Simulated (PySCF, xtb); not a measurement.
BrGe, SMILES [Ge][Br] (connectivity only; charge and spin as stated), neutral, multiplicity 2.

Harmonic wavenumbers (cm⁻¹) from xtb with GFN2-xTB at its own minimum, in rising order: 278.

Task: What does PBE0-D3(BJ)/def2-TZVP (PySCF) give at its own minimum? (Estimate from the structure and the level; the computed values follow.)

Result: 297. Paired by order, the mean absolute difference is 19 cm⁻¹ and the zero-point energies are 0.4 and 0.4 kcal/mol.
